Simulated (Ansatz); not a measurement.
C₇H₁₀, SMILES `C=CC1(C=C)CC1`. Total charge 0; spin multiplicity 1. The structure was optimised at the PBE0-D4/def2-TZVP level. It is one conformer, not always the lowest.

```xyz
17

C     0.602   -2.186    0.968
C     0.995   -0.979    0.587
C     0.130    0.126    0.104
C     0.648    0.786   -1.121
C    -0.045    1.095   -2.208
C    -0.462    1.037    1.166
C    -1.336    0.109    0.384
H    -0.439   -2.490    0.935
H     1.315   -2.919    1.324
H     2.057   -0.738    0.621
H     1.709    1.028   -1.088
H    -1.098    0.858   -2.307
H     0.426    1.595   -3.046
H    -0.507    2.095    0.936
H    -0.250    0.791    2.199
H    -1.745   -0.751    0.898
H    -2.000    0.541   -0.353
```

(1) What is the dipole moment at ωB97M-V/def2-TZVPP? (An estimate is asked.)

(2) And with PBE, r2SCAN, B3LYP? (Estimate.)

(3) Give the Mulliken charges with ωB97M-V, PBE, r2SCAN in def2-TZVPP. (An estimate is asked.)

Results:

(1) The calculation gave: 0.35 D, with components (-0.07, 0.23, 0.25) D in this frame, pointing from negative to positive charge.

(2) The calculation gave: PBE 0.42 D, r2SCAN 0.43 D, B3LYP 0.39 D.

(3) Computed: 
| atom | ωB97M-V | PBE | r2SCAN |
| --- | --- | --- | --- |
| C1 | -0.21 | -0.20 | -0.20 |
| C2 | -0.15 | -0.15 | -0.13 |
| C3 | 0.11 | 0.24 | 0.27 |
| C4 | -0.15 | -0.15 | -0.13 |
| C5 | -0.21 | -0.20 | -0.20 |
| C6 | -0.16 | -0.17 | -0.14 |
| C7 | -0.20 | -0.15 | -0.11 |
| H8 | 0.08 | 0.07 | 0.07 |
| H9 | 0.10 | 0.09 | 0.08 |
| H10 | 0.10 | 0.08 | 0.07 |
| H11 | 0.10 | 0.08 | 0.07 |
| H12 | 0.08 | 0.07 | 0.07 |
| H13 | 0.10 | 0.09 | 0.08 |
| H14 | 0.10 | 0.08 | 0.05 |
| H15 | 0.10 | 0.08 | 0.05 |
| H16 | 0.09 | 0.06 | 0.05 |
| H17 | 0.09 | 0.06 | 0.05 |

B3LYP here is the variant with VWN-RPA as its local correlation; programs differ in this.
